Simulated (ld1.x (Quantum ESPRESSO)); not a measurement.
## What one change does to a pseudopotential (Mn (Z = 25), TM)

- Element: Mn (Z = 25)
- Generator: ld1.x (Quantum ESPRESSO) 7.5
- Type: norm-conserving Troullier–Martins (Kleinman–Bylander form)
- Functional: LDA (PZ)
- Relativity: scalar-relativistic
- Frozen core: [Ne] 3s2
- Valence charge: 13
- Reference configuration: 3p6 3d5 4s1.75 4p0.25
- Partial waves: 4s (bound): rc 2.05 bohr; 3p (bound): rc 1.40 bohr; 3d (bound): rc 1.30 bohr
- Local potential: the d channel
- Core correction: none

Occupied shells without a wave of their own: 4p. They enter only through the test configuration that unscreens the potential.

Change: wave 3d (bound): rc 1.30 bohr becomes 3d (bound): rc 0.90 bohr.

Cutoffs: the cutoffs (Ry, on a coarse ladder) from which the occupation-weighted sum of valence levels, in a spherical-Bessel basis at the reference potential, stays within 10 and 1 mRy of its value at 400 Ry; they do not see the model core or the augmentation charge, which bear on the density cutoff. Errors are all-electron minus pseudo energies relative to the spin-unpolarised reference configuration.

Question: How do hardness, ghosts and transferability respond?

Answer: The potential gets harder (140 Ry and 160 Ry → 200 Ry and 260 Ry); both files keep a bound ghost (s); the number of tests that count goes from 9 to 8; of the 8 tests that both files solve, the error grows in 2 and shrinks in 3 by more than 15 % and 0.3 meV (median size 22.8 → 17.3 meV); the range in which the p phases agree widens (upper end 0.6 → at the end of the scan); the range in which the d phases agree widens (upper end 1.8 → at the end of the scan). A smaller radius makes the pseudo-wave follow the all-electron one further in, where it bends more sharply, so more plane waves are needed.

```csv
quantity,base,changed
"cutoff, loose",140 Ry,200 Ry
"cutoff, tight",160 Ry,260 Ry
loose cutoff by channel (10 mRy a level),"s 6 Ry, p 50 Ry, d 110 Ry","s 6 Ry, p 50 Ry, d 180 Ry"
bound ghosts,s,s
"tests counted (converged, no solver errors)",9 of 9,8 of 9
"error for 3p6 3d5 4s2 4p0, meV [ΔE -0.96 eV]",+7.3,-2.4
"error for 3p6 3d5 4s1 4p0, meV [ΔE 7.69 eV]",+13,-4.7
"error for 3p6 3d5 4s0 4p0, meV [ΔE 23.57 eV]",+1.3,-33
"error for 3p6 3d5 4s0 4p2, meV [ΔE 7.12 eV]",-88,+6.6
"error for 3p6 3d6 4s1 4p0, meV [ΔE -1.36 eV]",-32,-28
"error for 3p6 3d5.5 4s1.5 4p0, meV [ΔE -1.46 eV]",-2.1,-5.2
"error for 3p6 3d5 4s1.75 4p0.25 (spin-polarised), meV [ΔE -5.29 eV]",+1217,+1304
"error for 3p6 3d5 4s2 4p0 (spin-polarised), meV [ΔE -6.01 eV]",+1224,+1302
s: phases at 2.25 bohr within 0.05 rad from the reference energy up to (Ry; the scan ends near 5),0.6,0.0
p: phases at 2.25 bohr within 0.05 rad from the reference energy up to (Ry; the scan ends near 5),0.6,to the end of the scan
d: phases at 2.25 bohr within 0.05 rad from the reference energy up to (Ry; the scan ends near 5),1.8,to the end of the scan
```

Base: The 4p level has no wave, so the channel is fitted at the deeper level alone: the likely source of the large errors. Changed file: Tests not counted: 3p6 3d4 4s2 4p0 (solver errors, printed error -16.2 eV). The 4p level has no wave, so the channel is fitted at the deeper level alone: the likely source of the large errors. A true bound ghost makes a file unfit for plane-wave use even where its test errors are small: the radial tests pick states by their node count and pass the ghost by. Where a test does run into it, the solver fails or the error is huge.
